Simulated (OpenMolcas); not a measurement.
## 2s2 2p2 along the 6-electron sequence

```yaml
Program: OpenMolcas
Method: SS-RASPT2, IPEA 0.25 Eh, imaginary shift 0.1 Eh
Basis: ANO-R3
Scalar_Hamiltonian: X2C, finite nucleus
Spin-orbit_coupling: RASSI with atomic mean-field integrals over the reference wave functions, term energies averaged over their components
```

Active space for each ion: 2 electrons in 9 orbitals (RAS2 2p; RAS3 3s 3d, at most 1 electron); closed shells correlated by CASPT2: 1s 2s.

Computed levels in cm-1 above 3P0:

```
                               Level     N+    O2+    F3+   Ne4+
                                 3P1   47.2    110    221    401
                                 3P2    140    326    647   1161
                                 1D2  15550  20690  25840  31080
                                 1S0  38180  49420  60510  71620
weight of 3P in the lowest level (%)    100    100    100    100
```

Measured, with the error of the calculation in %. Measured levels: N+ from NIST Handbook of Basic Atomic Spectroscopic Data; O2+ from Moore, Selected Tables of Atomic Spectra, NSRDS-NBS 3, section 11; F3+ from Moore, Atomic Energy Levels, vol. I, NSRDS-NBS 35 (1971 reprint of NBS Circular 467, 1949); Ne4+ from NIST levels in Podobedova, Fuhr, Reader and Wiese, J. Phys. Chem. Ref. Data 33, 525 (2004).

```
Level             N+            O2+            F3+           Ne4+
  3P1    48.7 (-3.0)     113 (-2.6)     225 (-1.9)     412 (-2.7)
  3P2     131 (+7.4)                    613 (+5.6)    1110 (+4.6)
  1D2   15316 (+1.6)   20273 (+2.0)   25241 (+2.4)   30292 (+2.6)
  1S0  32689 (+16.8)  43186 (+14.4)  53544 (+13.0)  63914 (+12.1)
```

The fine-structure level 3P2 changes by a factor of 8.29 from N+ to Ne4+. Its fourth root runs 3.44, 4.25, 5.04, 5.84, with steps per unit of Z of 0.81, 0.79, 0.79; equal steps would mean a (Z - σ)^4 law with constant σ.

1D2 changes by a factor of 2 over the same range, with steps per unit of Z of +5140, +5150, +5240 cm-1.

Term energies are means over components that CASPT2 splits; among the terms shown or strongly mixed into the levels shown the widest spread is 95 cm-1 (2s2 2p2 1D, N+). With the s shell closed, the reference lacks s² → p² mixing. No level of 2s2 2p 3d was computed, though it lies in the active space (holds for N+). Some terms miss by over 15 % even with CASPT2, which points to a basis or an active space too small for the shells correlated (holds for N+). Measured partners are found by configuration, term and J. A level has none where our copy of the source lacks it or the pairing is in doubt (some pairs that miss far off the trend of their configuration count as doubtful), and it then counts in no deviation. Levels of configurations outside the active space are missing.
